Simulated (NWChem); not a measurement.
Everything below was run with NWChem. System: C2HBF2, charge 0, spin multiplicity 1, at a geometry optimised with PBE0/def2-SVP. The structure started from a generated list of species. Level: G0W0@PBE/def2-TZVP, RI basis def2-tzvp-rifit.

Output (cleaned and shortened):

```
             Northwest Computational Chemistry Package (NWChem) 7.3.0
             --------------------------------------------------------

                                NWChem Input Module
                                -------------------

 Scaling coordinates for geometry "geometry" by  1.889725989
 (inverse scale =  0.529177249)

 Turning off AUTOSYM since
 SYMMETRY directive was detected!

                             Geometry "geometry" -> ""
                             -------------------------

 Output coordinates in angstroms (scale by  1.889725989 to convert to a.u.)

  No.       Tag          Charge          X              Y              Z
 ---- ---------------- ---------- -------------- -------------- --------------
    1 B                    5.0000     0.00000000     0.00000000    -0.47724400
    2 C                    6.0000     0.00000000     0.00000000     1.04966400
    3 C                    6.0000     0.00000000     0.00000000     2.26472300
    4 H                    1.0000     0.00000000     0.00000000     3.34085200
    5 F                    9.0000     1.12633000     0.00000000    -1.15783100
    6 F                    9.0000    -1.12633000     0.00000000    -1.15783100

 Effective nuclear repulsion energy (a.u.)     133.0894880813

            Nuclear Dipole moment (a.u.)
            ----------------------------
        X                 Y               Z
 ---------------- ---------------- ----------------
     0.0000000000     0.0000000000    -0.0000075589

      Symmetry information
      --------------------

 Group name             C2v
 Group number             16
 Group order               4
 No. of unique centers     5

      Symmetry unique atoms

     1    2    3    4    5


 Summary of "ao basis" -> "" (spherical)
 ------------------------------------------------------------------------------
       Tag                 Description            Shells   Functions and Types
 ---------------- ------------------------------  ------  ---------------------
 *                         def2-tzvp                  on all atoms

 new library libraries.bse/

 Summary of "ri basis" -> "" (spherical)
 ------------------------------------------------------------------------------
       Tag                 Description            Shells   Functions and Types
 ---------------- ------------------------------  ------  ---------------------
 *                      def2-tzvp-rifit               on all atoms

  pbe96 is a nonlocal functional; adding pw91lda local functional.

                                 NWChem DFT Module
                                 -----------------

 Summary of "ao basis" -> "ao basis" (spherical)
 ------------------------------------------------------------------------------
       Tag                 Description            Shells   Functions and Types
 ---------------- ------------------------------  ------  ---------------------
 B                         def2-tzvp                11       31   5s3p2d1f
 C                         def2-tzvp                11       31   5s3p2d1f
 H                         def2-tzvp                 4        6   3s1p
 F                         def2-tzvp                11       31   5s3p2d1f

 Summary of "ao basis" -> "ao basis" (spherical)
 ------------------------------------------------------------------------------
       Tag                 Description            Shells   Functions and Types
 ---------------- ------------------------------  ------  ---------------------
 B                         def2-tzvp                11       31   5s3p2d1f
 C                         def2-tzvp                11       31   5s3p2d1f
 H                         def2-tzvp                 4        6   3s1p
 F                         def2-tzvp                11       31   5s3p2d1f

      Symmetry analysis of basis
      --------------------------

        a1         67
        a2         19
        b1         43
        b2         32

            General Information
            -------------------
          SCF calculation type: DFT
          Wavefunction type:  closed shell.
          No. of atoms     :     6
          No. of electrons :    36
           Alpha electrons :    18
[...]
  ----- ------------  ---------------      ----- ------------  ---------------
   107      0.303243  5 F  pz               138      0.303243  6 F  pz
   110      0.239685  5 F  pz               141      0.239685  6 F  pz
    39      0.208677  2 C  pz                42      0.191934  2 C  pz
    45      0.154494  2 C  pz               113      0.140751  5 F  pz
   144      0.140751  6 F  pz                 8     -0.127044  1 B  pz

 Vector   17  Occ=2.000000D+00  E=-2.872836D-01  Symmetry=b2
              MO Center= -1.5D-15,  1.1D-15,  1.5D+00, r^2= 1.6D+00
   Bfn.  Coefficient  Atom+Function         Bfn.  Coefficient  Atom+Function
  ----- ------------  ---------------      ----- ------------  ---------------
    38      0.304544  2 C  py                69      0.298667  3 C  py
    41      0.255802  2 C  py                72      0.240414  3 C  py
    75      0.137039  3 C  py                44      0.109533  2 C  py
   106     -0.072824  5 F  py               137     -0.072824  6 F  py
     7      0.062753  1 B  py               109     -0.058190  5 F  py

 Vector   18  Occ=2.000000D+00  E=-2.781505D-01  Symmetry=b1
              MO Center=  1.6D-15, -1.4D-16,  1.6D+00, r^2= 1.6D+00
   Bfn.  Coefficient  Atom+Function         Bfn.  Coefficient  Atom+Function
  ----- ------------  ---------------      ----- ------------  ---------------
    68      0.313925  3 C  px                37      0.300720  2 C  px
    40      0.250881  2 C  px                71      0.250646  3 C  px
    74      0.158290  3 C  px                43      0.083598  2 C  px
   107     -0.078313  5 F  pz               138      0.078313  6 F  pz
   110     -0.060843  5 F  pz               141      0.060843  6 F  pz

 Vector   19  Occ=0.000000D+00  E=-9.122241D-02  Symmetry=b2
              MO Center=  1.2D-15,  5.0D-16,  7.5D-01, r^2= 3.2D+00
   Bfn.  Coefficient  Atom+Function         Bfn.  Coefficient  Atom+Function
  ----- ------------  ---------------      ----- ------------  ---------------
    75      0.386341  3 C  py                 7     -0.315954  1 B  py
    10     -0.311550  1 B  py                44     -0.288663  2 C  py
    69      0.277103  3 C  py                72      0.231515  3 C  py
    38     -0.150818  2 C  py               106      0.147826  5 F  py
   137      0.147826  6 F  py               112      0.129803  5 F  py

 Vector   20  Occ=0.000000D+00  E=-3.357273D-02  Symmetry=b1
              MO Center= -5.9D-15, -4.3D-17,  1.5D+00, r^2= 2.7D+00
   Bfn.  Coefficient  Atom+Function         Bfn.  Coefficient  Atom+Function
  ----- ------------  ---------------      ----- ------------  ---------------
    74      0.577566  3 C  px                43     -0.498707  2 C  px
    68      0.308652  3 C  px                37     -0.295557  2 C  px
    40     -0.256522  2 C  px                71      0.241592  3 C  px
    12     -0.116935  1 B  px                 6     -0.091157  1 B  px
    54     -0.089472  2 C  d  1              85     -0.087060  3 C  d  1

 Vector   21  Occ=0.000000D+00  E= 1.594050D-02  Symmetry=a1
              MO Center=  4.6D-15, -1.8D-16, -4.7D-01, r^2= 6.5D+00
   Bfn.  Coefficient  Atom+Function         Bfn.  Coefficient  Atom+Function
  ----- ------------  ---------------      ----- ------------  ---------------
     5      2.965237  1 B  s                 67     -2.723559  3 C  s
    45      2.636239  2 C  pz                76      1.462300  3 C  pz
    36      0.988743  2 C  s                 11      0.878257  1 B  pz
    96     -0.729138  4 H  s                 66     -0.561136  3 C  s
    14      0.498193  1 B  pz                42      0.474853  2 C  pz

 center of mass
 --------------
 x =   0.00000000 y =   0.00000000 z =  -0.15595888

 moments of inertia (a.u.)
 ------------------
         496.230292521515           0.000000000000           0.000000000000
           0.000000000000         668.367993364216           0.000000000000
           0.000000000000           0.000000000000         172.137700842701

     Multipole analysis of the density
     ---------------------------------

     L   x y z        total         alpha         beta         nuclear
     -   - - -        -----         -----         ----         -------
     0   0 0 0     -0.000000    -18.000000    -18.000000     36.000000

     1   1 0 0     -0.000000     -0.000000     -0.000000      0.000000
     1   0 1 0     -0.000000     -0.000000     -0.000000      0.000000
     1   0 0 1      0.716049      0.358028      0.358028     -0.000008

     2   2 0 0    -22.008567    -51.777172    -51.777172     81.545778
     2   1 1 0      0.000000      0.000000      0.000000      0.000000
     2   1 0 1      0.000000      0.000000      0.000000      0.000000
     2   0 2 0    -19.387513     -9.693756     -9.693756      0.000000
     2   0 1 1      0.000000      0.000000      0.000000      0.000000
     2   0 0 2    -15.634688   -139.616395   -139.616395    263.598102

 Task  times  cpu:       14.4s     wall:       14.4s

                                NWChem Input Module
                                -------------------

                                 NWChem GW Module
                                 ----------------

                             ***********************
                             ***        GW       ***
                             ***********************

 Summary of "ri basis" -> "ri basis" (spherical)
 ------------------------------------------------------------------------------
       Tag                 Description            Shells   Functions and Types
 ---------------- ------------------------------  ------  ---------------------
 B                      def2-tzvp-rifit             22       76   8s6p4d3f1g
 C                      def2-tzvp-rifit             22       76   8s6p4d3f1g
 H                      def2-tzvp-rifit              7       15   4s2p1d
 F                      def2-tzvp-rifit             22       76   8s6p4d3f1g

                 Memory Information
                 ------------------
          Available GA per process is          1699.8 MBs
          Available stack per process is        700.0 MBs
          Available heap per process is           0.0 MBs

          Peak memory in Initialization
              Peak GA per process is                 11.1 MBs
              Peak stack per process is               0.3 MBs
              Peak heap per process is               11.6 MBs
              Memory not in MA per process            0.0 MBs

          Peak memory in CDGW Calculation
              Peak GA per process is                 13.7 MBs
              Peak stack per process is               2.4 MBs
              Peak heap per process is                3.0 MBs
              Memory not in MA per process            0.0 MBs

          Computing 2-center integrals
          Computing Inverse Cholesky factor
          Computing 3-center integrals
          Computing Vxc

          Computing Sigma_x
          Computing W(iw) on the imaginary grid
          Solving quasiparticle equations

                  Alpha Orbitals
          State     Energy (eV)     Error (eV)
          -----------------------------------
@GW        15        -13.972           0.006
@GW        16        -13.934           0.002
@GW        17        -11.125           0.002
@GW        18        -10.993           0.003
@GW        19          0.688           0.002
@GW        20          2.394           0.003

     GW Timing Statistics
   ------------------------
   Init.   :          0.1s
     ERIs  :          1.2s
     Distr.:          0.0s
     Vxc   :          0.1s
   Vmo     :          0.0s
   iW      :          2.3s
   I_n     :          0.0s
   R_n     :          0.5s
   GW total:          4.3s

 Task  times  cpu:        4.3s     wall:        4.3s

 Total times  cpu:       18.7s     wall:       18.7s
```

Write an NWChem input that would produce this output.

This is not unique; one that fits is 
```
start mol
memory heap 200 mb stack 700 mb global 1700 mb
geometry units angstroms nocenter noautoz
  B      0.000000     0.000000    -0.477244
  C      0.000000     0.000000     1.049664
  C      0.000000     0.000000     2.264723
  H      0.000000     0.000000     3.340852
  F      1.126330     0.000000    -1.157831
  F     -1.126330     0.000000    -1.157831
  symmetry group C2v
end
basis spherical
  * library def2-tzvp
end
basis "ri basis" bse spherical
  * library def2-tzvp-rifit
end
dft
  xc xpbe96 cpbe96
  iterations 100
  direct
  tolerances tight
end
task dft energy
gw
  method cdgw
  states alpha occ 4 vir 2
end
task dft gw
```
